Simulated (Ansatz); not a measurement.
Abridged output of a molecular run in Ansatz:

```
Functional definition: HF
770 factors; integrals over basis functions are off by at most 1.0e-3 eV
mean field evaluation 1: about -72951.1743 eV, gradient 2.0e1 eV
mean field evaluation 2: about -72951.1974 eV, gradient 2.0e1 eV
mean field evaluation 4: about -72952.7128 eV, gradient 2.4e0 eV
mean field evaluation 8: about -72952.7379 eV, gradient 2.1e-4 eV
mean field -72952.73794604 eV, -2680.9636703750 hartree, gradient 3.3e-6 eV, S^2 0.000000; 0 other end points of the search recorded, 0 dependent functions left out
15 core orbitals not correlated: weight in the atoms' cores, before any rotation towards them, 1.000 or more for the frozen orbitals, at most 0.000 for the correlated occupied ones
reference -72952.73794604 eV, -2680.9636703750 hartree; 13, 13 occupied and 51, 51 virtual orbitals, 770 factors
second order -11.75927179 eV of doubles, -0.00000000 eV of singles
cycle   1  -11.95855884 eV  change   -2.0e-1 eV  update   8.6e-2
cycle   2  -12.32512532 eV  change   -3.7e-1 eV  update   2.8e-2
cycle   3  -12.38586004 eV  change   -6.1e-2 eV  update   1.5e-2
cycle   4  -12.37532024 eV  change    1.1e-2 eV  update   4.5e-3
cycle   5  -12.37686725 eV  change   -1.5e-3 eV  update   2.2e-3
cycle   6  -12.37626470 eV  change    6.0e-4 eV  update   7.5e-4
cycle   7  -12.37609618 eV  change    1.7e-4 eV  update   2.6e-4
cycle   8  -12.37618087 eV  change   -8.5e-5 eV  update   7.8e-5
cycle   9  -12.37616812 eV  change    1.3e-5 eV  update   2.3e-5
perturbative correction -0.41071307 eV, -0.0150934268 hartree
Total energy: -72965.52482722 eV, -2681.4335795914 hartree
```

Its atoms:

Z-matrix (Å, degrees):
```
C
Se 1 2.069
Al 1 1.915 2 68.4
H 1 1.087 2 109.8 3 118.5
H 1 1.087 2 109.8 3 -118.4
H 3 1.569 1 151.8 2 180.0
```

Question: Which basis set was used?
A. def2-SVP
B. def2-SVPD
C. def2-TZVPP
D. def2-TZVPPD

Answer: A. It gives 79 functions.

Question: Write the keys of the input that set method, charge and spin (a neutral closed shell needs none for the last two).

Answer: 
```yaml
correlation: {method: ccsd_t}
```
